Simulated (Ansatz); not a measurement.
cis-Ti(H2O)2F4 (TiO₂F₄H₄). The state is a singlet with charge 0. Geometry r2SCAN-D4/def2-SVP; atoms count from 1.

Cartesian coordinates in Å:
```
F -1.4252 1.8074 -0.2032
F 0.9589 1.7992 1.0875
F 0.7593 0.6896 -1.3945
F -0.8178 -0.2284 1.5052
O 1.4598 -0.8592 0.5314
O -1.2382 -0.8447 -0.9512
Ti -0.0937 0.7290 0.1778
H 1.5526 -1.0105 1.4831
H 2.3237 -0.5668 0.2074
H -1.3564 -0.5616 -1.8693
H -2.1229 -0.9540 -0.5741
```

No other spin state of charge 0 was run.

Estimate the Mulliken populations from the PBE0/def2-TZVP orbitals of Ansatz.


| atom | charge (e) | d electrons |
| --- | --- | --- |
| F1 | -0.42 | – |
| F2 | -0.42 | – |
| F3 | -0.47 | – |
| F4 | -0.48 | – |
| O5 | -0.56 | – |
| O6 | -0.56 | – |
| Ti7 | 1.44 | 1.93 |
| H8 | 0.37 | – |
| H9 | 0.37 | – |
| H10 | 0.37 | – |
| H11 | 0.37 | – |
Mulliken values and Mayer orders depend strongly on the basis.

And the Mayer bond orders between bonded heavy atoms (over 0.3)?

F1–Ti7 0.96 (1.76 Å); F2–Ti7 0.96 (1.76 Å); F3–Ti7 0.88 (1.79 Å); F4–Ti7 0.88 (1.79 Å).
